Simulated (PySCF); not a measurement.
# [Ir2]− at several levels of theory

Computed with PySCF 2.14.0 (density fitting, no spin-orbit coupling) at the geometry relaxed with TPSS:

```xyz
2
[Ir2]− (quartet)
Ir    0.0000    0.0000    1.1286
Ir    0.0000    0.0000   -1.1286
```

```json
{"level": "TPSS", "basis": "Ir def2-SVP with ECP60", "state": "quartet", "HOMO (eV)": "1.10", "gap (eV)": "0.26", "charge on Ir1 (e)": "-0.50", "dipole about the centre of mass (D)": "0.00", "largest force component (eV/Å)": "0.03"}
{"level": "PBE0", "basis": "the same", "state": "quartet", "HOMO (eV)": "0.47", "gap (eV)": "1.67", "charge on Ir1 (e)": "-0.50", "dipole about the centre of mass (D)": "0.00", "largest force component (eV/Å)": "1.55"}
{"level": "B3LYP", "basis": "the same", "state": "quartet", "HOMO (eV)": "0.48", "gap (eV)": "1.27", "charge on Ir1 (e)": "-0.50", "dipole about the centre of mass (D)": "0.00", "largest force component (eV/Å)": "0.05"}
{"level": "PBE", "basis": "the same", "state": "quartet", "HOMO (eV)": "1.14", "gap (eV)": "0.04", "charge on Ir1 (e)": "-0.50", "dipole about the centre of mass (D)": "0.00", "largest force component (eV/Å)": "0.02"}
{"level": "HF", "basis": "the same", "state": "quartet", "HOMO (eV)": "0.37", "gap (eV)": "4.03", "charge on Ir1 (e)": "-0.50", "dipole about the centre of mass (D)": "0.00", "largest force component (eV/Å)": "0.24"}
{"level": "TPSS", "basis": "Ir def2-TZVP with ECP60", "state": "quartet", "HOMO (eV)": "0.98", "gap (eV)": "0.25", "charge on Ir1 (e)": "-0.50", "dipole about the centre of mass (D)": "0.00", "largest force component (eV/Å)": "0.12"}
```

HOMO and gap are taken over both spins. Charges are Mulliken's, which hang on the basis. The relaxation used the grid (50, 194), these runs (75, 302) or, all-electron (x2c bases, spin-free X2C Hamiltonian), (99, 590).

Q: What does TPSS with Ir x2c-SVPall give here?

A: state quartet, HOMO (eV) 0.95, gap (eV) 0.22, charge on Ir1 (e) -0.50, dipole about the centre of mass (D) 0.00, largest force component (eV/Å) 0.38. Time: 54 s on 2 threads of Arm Neoverse V1, on a shared host, from free ions and atoms.

No frequency check is given that shows the relaxed geometry to be a minimum. Open shells may have lower solutions than the one found.

The highest filled level of some runs lies above zero, as often for anions with such functionals and bases.

A gap near or under zero over both spins lies within a partly filled shell and is no excitation energy.

Some runs are spin-contaminated.
